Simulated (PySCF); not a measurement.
C2H7NOSi2, SMILES [SiH3]C1=NC[SiH2]O1.

Coordinates come from a PBE0-D3(BJ)/def2-SVP optimisation. This is a generated structure with no PubChem entry under its InChIKey; it may be hypothetical. Other conformers were not sampled.

These are PBE0-D3(BJ)/def2-SVP (PySCF) values and carry that method's errors.

Frequencies are harmonic and unscaled.

| mode | ν (cm⁻¹) | IR (km/mol) | moving atoms (share of kinetic energy) |
|---|---|---|---|
| 1 | 76 | 0.2 | H 90 % |
| 2 | 108 | 0.3 | O 45 %, H 25 %, Si 22 % |
| 3 | 175 | 2.4 | Si 28 %, C 21 %, H 20 %, N 15 %, O 15 % |
| 4 | 192 | 5.2 | H 39 %, N 31 %, C 26 % |
| 5 | 401 | 6.0 | Si 77 %, H 9 % |
| 6 | 452 | 0.1 | H 87 % |
| 7 | 505 | 28.8 | Si 37 %, N 23 %, C 22 %, O 12 % |
| 8 | 528 | 38.5 | H 60 %, C 15 %, N 15 % |
| 9 | 629 | 33.3 | H 80 %, Si 14 % |
| 10 | 673 | 32.1 | H 88 % |
| 11 | 692 | 9.5 | C 54 %, H 30 %, Si 12 % |
| 12 | 719 | 7.9 | C 43 %, H 41 % |
| 13 | 774 | 82.0 | H 57 %, Si 18 %, O 13 % |
| 14 | 793 | 82.2 | O 63 %, Si 22 % |
| 15 | 823 | 35.7 | H 59 %, C 29 % |
| 16 | 898 | 326.9 | H 84 % |
| 17 | 926 | 22.0 | N 34 %, H 32 %, O 23 % |
| 18 | 937 | 41.9 | H 97 % |
| 19 | 942 | 35.8 | H 96 % |
| 20 | 978 | 129.9 | H 90 % |
| 21 | 1014 | 11.8 | C 55 %, N 30 %, H 11 % |
| 22 | 1170 | 9.2 | H 89 % |
| 23 | 1177 | 133.8 | C 47 %, H 37 %, O 15 % |
| 24 | 1241 | 64.5 | C 52 %, H 34 %, O 9 % |
| 25 | 1407 | 4.4 | H 93 % |
| 26 | 1718 | 87.3 | C 55 %, N 43 % |
| 27 | 2243 | 77.0 | H 98 % |
| 28 | 2248 | 86.0 | H 96 % |
| 29 | 2257 | 105.8 | H 98 % |
| 30 | 2261 | 136.8 | H 95 % |
| 31 | 2275 | 75.1 | H 96 % |
| 32 | 3075 | 8.8 | H 94 % |
| 33 | 3124 | 1.7 | H 91 %, C 9 % |
